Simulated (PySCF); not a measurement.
Computed properties of BeClI, SMILES [Cl][Be][I]

BeClI, SMILES [Cl][Be][I]. The structure is a stationary point at B3LYP-D3(BJ)/def2-TZVP. The def2 effective core potentials stand for the cores of I; spin–orbit coupling is left out. Other conformers were not sampled. All values are computed for the isolated molecule unless a solvent is named; none is compared with measurement here.

**Structure.** The optimised structure has C∞v symmetry. All 4 harmonic modes at B3LYP-D3(BJ)/def2-TZVP (PySCF) are real, so it is a minimum. With heavy atoms numbered as in [Be:1]([Cl:2])[I:3], the shortest bond between them is Be1–Cl2 at 1.803 Å and the longest Be1–I3 at 2.167 Å.

**Vibrations.** The strongest infrared lines (harmonic, unscaled, degenerate partners summed) lie at 1016 cm⁻¹ (424 km/mol, Be 90 %, Cl 9 %), 207 cm⁻¹ (45 km/mol, Be 92 %). The softest mode is at 207 cm⁻¹ and the zero-point energy is 2.4 kcal/mol.

**Electronic structure.** B3LYP/def2-TZVPD (PySCF) places the frontier levels at -7.96 and -0.96 eV, a gap of 7.00 eV, and gives a dipole moment of 0.42 D and a mean polarisability of 64.3 bohr³.

**Excitations.** TDA-B3LYP/def2-TZVPD (PySCF) has S1 at 5.95 eV (208 nm, f = 0.000, dark); the most intense of the 10 singlets computed lies at 6.86 eV (f = 0.24). Strengths of degenerate partners are summed. T1 (TDA) is at 5.54 eV, 0.41 eV under S1. No vertical singlet excitation falls in the visible range (under 3.1 eV).
